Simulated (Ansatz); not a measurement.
Correcting a cheap level on S-containing molecules

The vertical ionisation energy (cation less neutral) in eV of 6 S-containing molecules: x at B3LYP-D4/def2-TZVPP, y at CCSD(T)/def2-TZVPP. Shapes, held fixed at every level: PBE0-D4/def2-TZVP. Flexible molecules stand in one conformer, not always the lowest. Programs: Ansatz 0.2.0.

```
                      molecule  x (eV)  y (eV)
C4H6S3 (1,3-dithiane-2-thione)    8.20    8.18
  C6H14OS (dipropyl sulfoxide)    8.45    8.52
              C3H6S (thietane)    8.61       ?
   C4H10OS (diethyl sulfoxide)    8.65    8.68
    C5H10S (cyclopentanethiol)    8.87    8.91
  C5H12S (tert-amyl mercaptan)    8.96    8.95
```

Task: Fit y = c + s·x to the known rows and predict y for C3H6S.

Result: 
1. Means of the 5 rows: x = 8.6260, y = 8.648.
2. Σ(Δx)² = 0.38412, Σ(Δx·Δy) = 0.38746, so the slope is 0.38746/0.38412 = 1.0087.
3. Intercept: 8.648 − (1.0087) × 8.6260 = -0.053. The largest residual of the fit is 0.050.
4. C3H6S: -0.053 + 1.0087 × 8.61 = 8.63 eV.

CCSD(T)/def2-TZVPP gives 8.61 eV, so the prediction is off by +0.02 eV, within the largest residual. Uncorrected, B3LYP-D4/def2-TZVPP misses it by 0.00 eV, and the other rows by 0.03 on average. The line makes this one worse. Left out in turn, the other rows are missed by 0.06 eV on average, worse than no correction. Cations run unrestricted.
